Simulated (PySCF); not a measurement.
SMILES C(C)(C)[SiH2]O[SiH3] (C₃H₁₂OSi₂), GFN2-xTB optimised geometry.

```
18

C      0.85    -1.14     1.18
C      1.38    -0.33     0.00
C      2.90    -0.33     0.00
Si     0.68     1.45     0.00
O     -0.94     1.41    -0.01
Si    -2.45     0.90     0.22
H      1.18    -0.71     2.12
H      1.21    -2.17     1.14
H     -0.24    -1.16     1.18
H      1.05    -0.83    -0.92
H      3.29     0.15     0.90
H      3.29    -1.35    -0.04
H      3.29     0.22    -0.86
H      1.05     2.16    -1.22
H      1.07     2.17     1.21
H     -2.64    -0.32    -0.58
H     -3.29     1.99    -0.25
H     -2.63     0.62     1.64
```

Density from B3LYP/def2-SVP in PySCF at that geometry.

Minimum of the electron density along straight lines between bonded atoms, close to the bond critical point (lines longer than 1.1 times the sum of covalent radii, or with two minima, are not listed):

| bond | length / Å | ρ at the minimum / e bohr⁻³ | ∇²ρ there / e bohr⁻⁵ | position (fraction from the first atom) |
|---|---|---|---|---|
| C1–C2 | 1.528 | 0.241 | -0.54 | 0.50 |
| C2–C3 | 1.527 | 0.242 | -0.54 | 0.50 |
| C2–Si4 | 1.908 | 0.115 | [?] | 0.62 |
| Si4–O5 | 1.621 | 0.125 | 1.09 | 0.42 |
| O5–Si6 | 1.619 | 0.126 | 1.10 | 0.59 |
| C1–H7 | 1.089 | 0.277 | -1.01 | 0.62 |
| C1–H8 | 1.090 | 0.276 | -1.00 | 0.62 |
| C1–H9 | 1.089 | 0.277 | -1.01 | 0.62 |
| C2–H10 | 1.097 | 0.271 | -0.94 | 0.62 |
| C3–H11 | 1.088 | 0.277 | -1.01 | 0.62 |
| C3–H12 | 1.090 | 0.276 | -1.00 | 0.62 |
| C3–H13 | 1.088 | 0.277 | -1.02 | 0.62 |
| Si4–H14 | 1.463 | 0.119 | 0.34 | 0.49 |
| Si4–H15 | 1.464 | 0.118 | 0.33 | 0.49 |
| Si6–H16 | 1.463 | 0.119 | 0.33 | 0.49 |
| Si6–H17 | 1.459 | 0.120 | 0.34 | 0.49 |
| Si6–H18 | 1.463 | 0.119 | 0.33 | 0.49 |

### Question
Complete the blanks.

### Answer

- C2–Si4, ∇²ρ there / e bohr⁻⁵: 0.30
